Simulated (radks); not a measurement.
The numbers below are computed, except where a source is named.
Ionisation of neutral carbon, [He] 2s2 2p2, to C+, [He] 2s2 2p1, under several functionals. Dirac Kohn-Sham, spin-unpolarised, spherical densities, point nucleus; open shells fill j = l - 1/2 first; a radial shooting solver on a logarithmic mesh with Libxc functionals.

functional                                      E(C) (hartree)  Exc (hartree)  IE (eV)  -e(HOMO) (eV)  <r> HOMO (bohr)  IE error (eV)
Wu-Cohen GGA                                         -37.67158       -4.98009   10.819          5.244            1.793         -0.441
LDA (Slater exchange, Perdew-Wang correlation)       -37.44103       -4.72995   10.989          5.418            1.793         -0.272
AM05                                                 -37.50592       -4.79998   10.773          5.216            1.799         -0.487
PBE                                                  -37.76524       -5.07823   10.865          5.288            1.799         -0.395
BLYP                                                 -37.81804       -5.13359   10.833          5.240            1.802         -0.428

NIST Atomic Spectra Database: 11.260 eV (measured). Closest: LDA (Slater exchange, Perdew-Wang correlation). The Delta-SCF values span 0.22 eV, the total energies 0.38 hartree. The highest occupied level is 2p1/2. Spin polarisation and multiplet splitting are left out, so open shells lie too high by an amount that depends on their filling.

Beside tabulated values, note that spin-unpolarised runs miss the spin-polarisation part of the exchange energy of open shells.
